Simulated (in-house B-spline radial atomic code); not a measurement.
# Ionising the gold ion Au²⁺ with different functionals

Computed with a radial B-spline atomic code at the basis-set limit: scalar-relativistic (spin-free X2C) Hamiltonian, Fermi nucleus of rms radius 5.4371 fm, spin-polarised at highest spin, spherical fractional occupations for the functionals, the average over the highest-spin determinants for Hartree-Fock. The ionisation energy is the difference of two self-consistent energies, [Xe] 4f14 5d9 → [Xe] 4f14 5d8, without Breit or QED terms; ε is the level of the shell that loses the electron (its least bound occupied spin orbital). There is no spin-orbit coupling in this Hamiltonian.

Hybrids are left out here: with spherical fractional occupations of an open shell their exact exchange keeps a self-interaction that integer-occupation calculations don't have.

| method | rung | ΔSCF (eV) | -ε(5d) (eV) |
| --- | --- | --- | --- |
| Hartree-Fock | Hartree-Fock | 31.43 | 32.85 |
| LDA VWN5 | LDA | 33.65 | 27.29 |
| LDA PW92 | LDA | 33.64 | 27.29 |
| LDA exchange-only | LDA | 31.97 | 25.70 |
| PBE | GGA | 33.28 | 26.95 |
| PBEsol | GGA | 33.32 | 26.99 |
| BLYP | GGA | 33.19 | 26.86 |
| RPBE | GGA | 33.18 | 26.86 |
| PW91 | GGA | 33.37 | 27.03 |
| BP86 | GGA | 33.41 | 27.08 |
| AM05 | GGA | 33.33 | 26.99 |
| OLYP | GGA | 33.28 | 26.93 |
| TPSS | meta-GGA | 33.18 | 26.86 |
| SCAN | meta-GGA | 33.31 | 27.03 |
| r2SCAN | meta-GGA | 33.33 | 27.04 |
| revTPSS | meta-GGA | 33.17 | 26.84 |

Problem. How do they compare with the NIST value?

Solution. NIST lists 30 eV ± 1.6 (tabulated theory, ground level to ground level). Errors run from +1.43 to +3.65 eV. The correlated functionals all miss on the same side by more than they spread, so the cause is common to them (spin-orbit coupling, Breit-QED terms, multiplet and fine-structure energies, or a listed next ion that isn't the cheapest removal here) and closeness doesn't rank the functionals. Hartree-Fock also lacks correlation.
